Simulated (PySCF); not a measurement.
Record of a relaxation.

Species: GaH7O2Si2.
SMILES with atom numbers: `[SiH3:1][O:2][GaH:3][O:4][SiH3:5]` (hydrogens: H6, H7, H8 on Si1; H9 on Ga3; H10, H11, H12 on Si5)

Computed by this run: PBE0-D3(BJ)/def2-SVP geometry optimisation, gas phase (PySCF); density fitting, grid level 1; the optimiser is geomeTRIC in internal coordinates, started from a GFN2-xTB structure with every atom displaced at random (about 0.01 Å). The frame can shift and turn from step to step; on so coarse a grid that alone can change the energy by a few meV, and forces under 0.02 eV/Å are noise.

Step 0: E = -72311.3453 eV, largest atomic force 1.797 eV/Å
```
atom  x, y, z in Å  |  force x, y, z in eV/Å
Si1    -2.251    0.297   -0.434   -0.543   0.869  -0.031
O2     -1.603   -0.031    1.008   -0.124  -0.158   0.399
Ga3    -0.221   -0.344    1.982    1.401  -0.253   0.875
O4      1.417   -0.320    1.284   -1.471  -0.164   1.018
Si5     2.400   -0.105    0.018    0.431   0.246   0.521
H6     -2.079   -0.820   -1.334    0.058  -0.688  -0.756
H7     -1.641    1.532   -0.985    0.059   0.155  -0.287
H8     -3.664    0.535   -0.099   -0.544   0.103  -0.365
H9     -0.366   -0.635    3.476   -0.029  -0.060   0.253
H10     3.563   -0.915    0.397    0.674  -0.194  -0.381
H11     1.766   -0.556   -1.209   -0.194  -0.207  -0.878
H12     2.719    1.335   -0.019    0.282   0.350  -0.368
```

Step 1: E = -72311.6318 eV, largest atomic force 0.674 eV/Å
```
atom  x, y, z in Å  |  force x, y, z in eV/Å
Si1    -2.252    0.309   -0.421    0.084   0.002   0.294
O2     -1.606   -0.033    1.064    0.375  -0.118   0.277
Ga3    -0.198   -0.371    2.125   -0.541   0.137  -0.379
O4      1.383   -0.326    1.346    0.248   0.026  -0.207
Si5     2.375   -0.099    0.037   -0.151  -0.029   0.301
H6     -2.070   -0.833   -1.364    0.013  -0.056  -0.053
H7     -1.614    1.524   -1.012    0.031   0.033  -0.046
H8     -3.712    0.571   -0.254   -0.013  -0.002  -0.033
H9     -0.343   -0.677    3.629   -0.049   0.003  -0.016
H10     3.621   -0.893    0.247    0.026  -0.013  -0.044
H11     1.716   -0.545   -1.226   -0.027  -0.010  -0.063
H12     2.737    1.344   -0.087    0.004   0.028  -0.032
```

Step 2: E = -72311.6479 eV, largest atomic force 0.210 eV/Å
```
atom  x, y, z in Å  |  force x, y, z in eV/Å
Si1    -2.192    0.300   -0.412    0.054   0.005   0.022
O2     -1.589   -0.036    1.088    0.004  -0.035   0.124
Ga3    -0.210   -0.373    2.154   -0.121   0.044  -0.166
O4      1.365   -0.328    1.355    0.175  -0.004  -0.027
Si5     2.322   -0.088    0.028   -0.107  -0.004   0.102
H6     -1.998   -0.859   -1.337   -0.002  -0.005  -0.002
H7     -1.516    1.496   -1.007    0.002  -0.007  -0.001
H8     -3.653    0.585   -0.299    0.005   0.000  -0.003
H9     -0.370   -0.682    3.655   -0.011   0.004  -0.009
H10     3.572   -0.892    0.175    0.001  -0.002  -0.013
H11     1.620   -0.509   -1.225   -0.003   0.002  -0.018
H12     2.688    1.357   -0.092    0.004   0.002  -0.009
```

Step 3: E = -72311.6523 eV, largest atomic force 0.144 eV/Å
```
atom  x, y, z in Å  |  force x, y, z in eV/Å
Si1    -2.174    0.288   -0.407    0.023   0.006  -0.118
O2     -1.593   -0.035    1.103   -0.143   0.008   0.016
Ga3    -0.214   -0.371    2.152    0.107  -0.015   0.023
O4      1.370   -0.332    1.363    0.042  -0.019   0.088
Si5     2.307   -0.077    0.030   -0.032   0.019  -0.071
H6     -1.996   -0.892   -1.310   -0.005   0.010   0.013
H7     -1.465    1.457   -1.017   -0.004  -0.008   0.009
H8     -3.631    0.606   -0.317    0.005   0.002   0.011
H9     -0.381   -0.678    3.651    0.007  -0.002   0.017
H10     3.547   -0.903    0.128   -0.007  -0.002   0.004
H11     1.577   -0.456   -1.223    0.004   0.006   0.005
H12     2.693    1.364   -0.069    0.003  -0.005   0.004
```

Step 4: E = -72311.6574 eV, largest atomic force 0.225 eV/Å
```
atom  x, y, z in Å  |  force x, y, z in eV/Å
Si1    -2.117    0.269   -0.407    0.018  -0.001  -0.142
O2     -1.587   -0.035    1.125   -0.223   0.026  -0.021
Ga3    -0.217   -0.374    2.179    0.194  -0.035   0.074
O4      1.364   -0.341    1.379   -0.011  -0.037   0.181
Si5     2.251   -0.057    0.021    0.019   0.035  -0.175
H6     -1.956   -0.941   -1.275   -0.005   0.013   0.015
H7     -1.352    1.396   -1.028   -0.006  -0.002   0.009
H8     -3.563    0.637   -0.365   -0.001   0.005   0.015
H9     -0.388   -0.679    3.679    0.018   0.000   0.002
H10     3.476   -0.911    0.036   -0.008  -0.003   0.012
H11     1.464   -0.373   -1.216    0.006   0.006   0.019
H12     2.666    1.379   -0.045    0.000  -0.007   0.013
```

Step 5: E = -72311.6596 eV, largest atomic force 0.318 eV/Å
```
atom  x, y, z in Å  |  force x, y, z in eV/Å
Si1    -2.010    0.223   -0.408   -0.011   0.015  -0.118
O2     -1.585   -0.028    1.170   -0.190   0.035  -0.049
Ga3    -0.213   -0.377    2.223    0.199  -0.049   0.097
O4      1.366   -0.368    1.409   -0.120  -0.053   0.272
Si5     2.142   -0.012    0.003    0.101   0.052  -0.297
H6     -1.903   -1.047   -1.193    0.005   0.012   0.005
H7     -1.128    1.249   -1.048   -0.031   0.008   0.008
H8     -3.423    0.702   -0.462   -0.006   0.001   0.014
H9     -0.383   -0.672    3.725    0.026   0.002  -0.003
H10     3.304   -0.933   -0.177   -0.002   0.001   0.022
H11     1.228   -0.165   -1.177    0.032  -0.014   0.033
H12     2.643    1.398    0.018   -0.003  -0.009   0.016
```

Step 6: E = -72311.6645 eV, largest atomic force 0.146 eV/Å
```
atom  x, y, z in Å  |  force x, y, z in eV/Å
Si1    -2.076    0.252   -0.408    0.004  -0.004  -0.043
O2     -1.594   -0.035    1.147   -0.072   0.010  -0.007
Ga3    -0.211   -0.373    2.196    0.075  -0.018   0.024
O4      1.374   -0.352    1.399   -0.049  -0.021   0.126
Si5     2.207   -0.041    0.010    0.042   0.024  -0.137
H6     -1.921   -0.978   -1.247    0.002   0.006   0.003
H7     -1.273    1.351   -1.028    0.002   0.004   0.002
H8     -3.514    0.652   -0.404   -0.002   0.002   0.005
H9     -0.376   -0.670    3.699    0.011   0.002  -0.003
H10     3.408   -0.925   -0.056   -0.005  -0.002   0.008
H11     1.361   -0.295   -1.200   -0.005   0.000   0.012
H12     2.655    1.385   -0.024   -0.004  -0.004   0.010
```

Step 7: E = -72311.6662 eV, largest atomic force 0.074 eV/Å
```
atom  x, y, z in Å  |  force x, y, z in eV/Å
Si1    -2.057    0.250   -0.406    0.005  -0.003  -0.004
O2     -1.594   -0.038    1.156   -0.028   0.004   0.003
Ga3    -0.207   -0.374    2.207    0.019  -0.006  -0.007
O4      1.376   -0.355    1.406   -0.015  -0.011   0.068
Si5     2.185   -0.040    0.002    0.020   0.009  -0.070
H6     -1.884   -0.975   -1.247    0.002   0.003  -0.001
H7     -1.251    1.357   -1.012    0.003   0.004   0.000
H8     -3.497    0.644   -0.418   -0.001   0.000   0.002
H9     -0.368   -0.666    3.710    0.006   0.001  -0.002
H10     3.385   -0.925   -0.084   -0.002  -0.001   0.002
H11     1.318   -0.293   -1.194   -0.006   0.000   0.004
H12     2.633    1.386   -0.036   -0.002  -0.002   0.004
```

Step 8: E = -72311.6674 eV, largest atomic force 0.035 eV/Å
```
atom  x, y, z in Å  |  force x, y, z in eV/Å
Si1    -2.022    0.251   -0.398   -0.001   0.001   0.021
O2     -1.593   -0.045    1.174    0.021  -0.001   0.004
Ga3    -0.199   -0.374    2.222   -0.030   0.003  -0.017
O4      1.382   -0.358    1.418    0.016   0.006  -0.013
Si5     2.147   -0.042   -0.016   -0.006  -0.009   0.019
H6     -1.810   -0.963   -1.247   -0.001   0.000  -0.002
H7     -1.220    1.376   -0.974    0.000   0.002   0.001
H8     -3.467    0.623   -0.440    0.000  -0.002   0.000
H9     -0.352   -0.658    3.728    0.000  -0.001   0.001
H10     3.345   -0.924   -0.136    0.001   0.001  -0.004
H11     1.242   -0.300   -1.181   -0.001  -0.001  -0.004
H12     2.587    1.386   -0.067    0.000   0.001  -0.005
```

Step 9: E = -72311.6675 eV, largest atomic force under 0.02 eV/Å
```
atom  x, y, z in Å  |  force x, y, z in eV/Å
Si1    -2.025    0.254   -0.396   -0.001   0.002   0.012
O2     -1.593   -0.046    1.174    0.015  -0.001   0.002
Ga3    -0.197   -0.375    2.221   -0.018   0.002  -0.009
O4      1.384   -0.357    1.416    0.012   0.004  -0.011
Si5     2.149   -0.045   -0.018   -0.007  -0.006   0.015
H6     -1.808   -0.954   -1.250   -0.001   0.000  -0.001
H7     -1.229    1.386   -0.967    0.000   0.000   0.001
H8     -3.472    0.619   -0.434    0.000  -0.001   0.001
H9     -0.349   -0.659    3.727    0.000  -0.001   0.000
H10     3.351   -0.922   -0.132    0.001   0.000  -0.003
H11     1.246   -0.313   -1.182   -0.001   0.000  -0.003
H12     2.583    1.384   -0.076    0.000   0.000  -0.003
```

Problem. Summarise the path.

Solution. The energy falls by 7.43 kcal/mol from step 0 to step 9; nine tenths of that is first reached at step 2. It falls at every step. The largest force goes from 1.797 to under 0.02 eV/Å. Among the bonds O2–Ga3 changes most, from 1.719 to 1.775 Å; the atoms move by 0.342 Å rms after alignment.

Problem. Follow the three bonds and two angles with the largest change from start to end.

Solution. 
```csv
step,E above end (kcal/mol),largest force (eV/Å),O2–Ga3 (Å),Si1–H6 (Å),Si5–H11 (Å),O4–Si5–H10 (°),Si1–O2–Ga3 (°)
0,7.43,1.797,1.719,1.445,1.452,101.9,149.9
1,0.82,0.674,1.795,1.492,1.493,108.4,151.1
2,0.45,0.210,1.775,1.496,1.497,109.1,150.2
3,0.35,0.144,1.765,1.497,1.498,109.5,148.9
4,0.23,0.225,1.762,1.497,1.500,109.6,147.3
5,0.18,0.318,1.764,1.497,1.500,109.6,143.1
6,0.07,0.146,1.769,1.496,1.499,109.4,145.0
7,0.03,0.074,1.772,1.496,1.498,109.3,144.3
8,0.00,0.035,1.775,1.496,1.498,109.1,142.8
9,0.00,under 0.02,1.775,1.496,1.498,109.2,142.9
```

The cost below is that of the whole optimisation. On Arm Neoverse V2, one thread, on a shared host, this took 78 s and 0.55 GiB of memory at its peak.
